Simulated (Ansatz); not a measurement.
`[Cl][SnH2][SeH]` + CH₃SH → `C[S][SnH2][Cl]` + H₂Se at 500 K and 1 bar (ligand exchange at the Sn–Se bond).

Program: Ansatz. Geometries: PBE0-D4/def2-TZVP. ΔE: electronic, gas phase. CCSD(T)/CBS adds triple-zeta CCSD(T) − MP2 to the extrapolated MP2 energy (def2 sets, frozen cores). This one scheme is used for every species. def2 core potentials past Kr. For Se, Sn outer-core shells are correlated without core-valence functions, which leaves a few kJ/mol of doubt a bond. Scalar relativity is left out up to krypton. One conformer a species, not always the lowest.

```
          species  CCSD(T)/CBS energy (Eh)  H − E (kJ/mol)  S (J/(mol·K))
`[Cl][SnH2][SeH]`              -3076.37402            97.7          396.7
            CH₃SH               -438.22835           145.1          283.7
 `C[S][SnH2][Cl]`              -1112.69775           187.7          433.6
             H₂Se              -2401.89790            53.1          237.8
```

H − E and S are ideal-gas, rigid-rotor, harmonic terms from PBE0-D4/def2-TZVP, for one conformer and one mirror image of each species. 1 Eh = 2625.50 kJ/mol, R = 8.31446 J/(mol·K).

Question: By hand: ΔE, ΔH, ΔS and ΔG.

Answer: ΔE = (-1112.69775) + (-2401.89790) − (-3076.37402) − (-438.22835) = 0.00672 Eh = 17.6 kJ/mol. Δ(H − E) = 187.7 + 53.1 − 97.7 − 145.1 = -2.0, so ΔH = 15.6 kJ/mol. ΔS = 433.6 + 237.8 − 396.7 − 283.7 = -9.0 J/(mol·K). ΔG = 15.6 − 500 × (-9.0)/1000 = 20.1 kJ/mol.

Question: By hand: the equilibrium constant, and the temperature at which ΔG would vanish if ΔH and ΔS stayed fixed.

Answer: log₁₀ K = −ΔG/(RT ln 10) = -2.1. ΔH and −TΔS have one sign here, so there is no such temperature.

The number of gas molecules stays the same, so ΔS is small and ΔH decides. A doubt of 5 kJ/mol in ΔE shifts log₁₀ K by 0.5 here. Other conformers and mirror images would add mixing entropy, several J/(mol·K) or more a flexible species. Modes under 60 cm⁻¹, often nearly free rotors, make the harmonic entropy too high. These are equilibria of isolated gas molecules and say nothing of rates. Largest T1 diagnostic: 0.012 (customary marks: 0.02 for closed shells, 0.045 for open ones).

ΔS is within the doubt of such terms, so its sign, and with it that verdict, could turn.
